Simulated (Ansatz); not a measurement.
The cluster Ga3N3⁺, relaxed as a doublet with UKS PBE-D4/def2-SVP in Ansatz, starting from the GFN1-xTB geometry. Force threshold 0.02 eV/Å.

The structure comes from a short search, and lower isomers may exist.

Start:

```xyz
6

Ga   -1.5715    0.9980    1.0429
Ga    0.9553    1.9584   -1.6886
Ga    1.1920   -0.5582   -0.8750
N     0.1965   -2.0495    0.6602
N    -0.1703    1.1190   -0.3036
N    -0.6019   -1.4678    1.1641
```

**Question.** Estimate the energy that the relaxation releases and the steps that it takes.

**Answer.** 19.2 kcal/mol, in 11 steps; 21 s on 4 threads of Arm Neoverse V2 on a shared host. No frequencies were taken in this run, so the end may be a saddle point.

**Question.** Does the start keep its bonding and symmetry?

**Answer.** Bonds lost: Ga3–N4 (atoms count from 1). Metal–metal contacts that move far: Ga2–Ga3 2.66 to 3.40 Å. The end holds 2 separate pieces. Point group Cs at the start, Cs at the end, both within 0.05 Å.

**Question.** Predict the relaxed structure.

**Answer.** 
```xyz
6

Ga   -1.1994    1.0402    0.6828
Ga    0.5724    2.6678   -1.6275
Ga    1.3359   -0.5828   -0.9981
N    -0.0445   -2.4486    1.0492
N     0.1647    1.1290   -0.6172
N    -0.8291   -1.8056    1.5108
```
Bond lengths (bridged metal pairs left out): 3 × Ga–N 1.89 to 2.11 Å; 1 × N–N 1.11 Å.
